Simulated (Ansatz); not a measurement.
Ansatz (a quantum-chemistry and plane-wave program) input (B3LYP/6-31G* with LANL2DZ past Ar): The .json file joins the Basis Set Exchange's 6-31G* for atoms up to Ar and LANL2DZ past it.

Ansatz 0.2 input:
```yaml
crystal:
  periodic: [false, false, false]
  atoms:
    - {symbol: Zn, position_ang: [-0.00005062, 0.00465357, 0.00084263]}
    - {symbol: O, position_ang: [1.19451551, 0.17683557, -1.35434241]}
    - {symbol: H, position_ang: [1.90327215, 0.81482732, -1.18792714]}
    - {symbol: O, position_ang: [-1.19280123, -0.33443110, 1.32580637]}
    - {symbol: H, position_ang: [-1.91546776, 0.30632989, 1.39093658]}
basis:
  gaussian:
    orbitals: 6-31Gs+LANL2DZ.json
hamiltonian:
  xc: {name: B3LYP}
phonons: {temperatures: {t_min: 298.15, t_max: 298.15, t_step: 100}}
```

**Question.** Which harmonic wavenumbers does it give?

**Answer.** 120, 124, 186, 580, 710, 779, 784, 3794, 3795 cm⁻¹ (unscaled; negative means imaginary).
